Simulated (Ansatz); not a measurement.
`C[O][Al]([O]C)[O]C` and `COB(OC)OC` differ in one element.

Ansatz, PBE0-D4/def2-TZVP geometries, multiplicity 1. Each molecule was computed in one conformer, which needn't be the lowest.

```tsv
property	`C[O][Al]([O]C)[O]C`
ideal-gas entropy at 298 K and 1 bar (rigid rotor, harmonic PBE0-D4/def2-TZVP) / J/(mol·K)	444
LUMO energy (PBE/def2-TZVPP) / eV	-1.05
vertical ionisation energy (CCSD(T)/CBS(def2)) / eV	10.69
HOMO–LUMO gap (PBE0/def2-TZVPP) / eV	7.74
HOMO–LUMO gap (PBE/def2-TZVPP) / eV	5.29
size of the dipole moment (ωB97M-V/def2-TZVPP) / D	0.00
```

(1) What does the change do to each property? (An estimate is asked.)

Results:

(1) Ansatz gave: 
```
                                                                                  property  `COB(OC)OC`  shift
ideal-gas entropy at 298 K and 1 bar (rigid rotor, harmonic PBE0-D4/def2-TZVP) / J/(mol·K)          396    -48
                                                         LUMO energy (PBE/def2-TZVPP) / eV         0.23   1.28
                                       vertical ionisation energy (CCSD(T)/CBS(def2)) / eV        10.85   0.16
                                                      HOMO–LUMO gap (PBE0/def2-TZVPP) / eV         9.17   1.43
                                                       HOMO–LUMO gap (PBE/def2-TZVPP) / eV         6.79   1.50
                                        size of the dipole moment (ωB97M-V/def2-TZVPP) / D         0.00   0.00
```

With PBE0 the HOMO falls by 0.25 eV and the LUMO rises by 1.19 eV, so the gap widens by about 1.44 eV. PBE moves the HOMO by -0.22 eV and ωB97M-V by -0.24 eV.
